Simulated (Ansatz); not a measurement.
A series at Ga: from `[SH][Ga]([SH])[SH]`, ligands are replaced one by one, each step taking up H–F and setting free H₂S; n counts the steps. Ansatz, PBE0-D4/def2-TZVP geometries. Each molecule was computed in one conformer, which needn't be the lowest.

CBS adds triple-zeta CCSD(T) − MP2 to the MP2 limit, frozen cores; atoms without spin–orbit coupling. Outer-core shells of Ga are correlated without core-valence functions. Scalar relativity is left out up to krypton. Spin–orbit coupling is left out.

```csv
n,molecule,"atomization energy, CCSD(T)/CBS (kJ/mol)"
0,`[SH][Ga]([SH])[SH]`,2000.4
1,`[F][Ga]([SH])[SH]`,1816.0
2,`[F][Ga]([F])[SH]`,?
3,`[F][Ga]([F])[F]`,1420.0
```

**Question.** By hand: fit a straight line y = ȳ + b (n − n̄) to the 3 given rows and predict n = 2.

**Answer.** n̄ = 1.333, ȳ = 1745.47; Σ(n − n̄)(y − ȳ) = -905.87, Σ(n − n̄)² = 4.667, so b = -194.10 kJ/mol a step. Prediction: 1745.47 + (-194.10) × (0.667) = 1616.0 kJ/mol.

**Question.** By hand: compare with the computed value, 1624.2 kJ/mol, and give the steps along the whole series.

**Answer.** The line misses by 8.2 kJ/mol (computed minus predicted). Steps: -184.4, -191.8, -204.2 kJ/mol.

The steps differ by up to 19.8 kJ/mol, small against a whole step but well beyond the method's doubt, so the ligands' effects don't simply add. The miss is 1.4 % of the series' range. The energies themselves are unsure by some kJ/mol a bond, though much of that is common to the series.
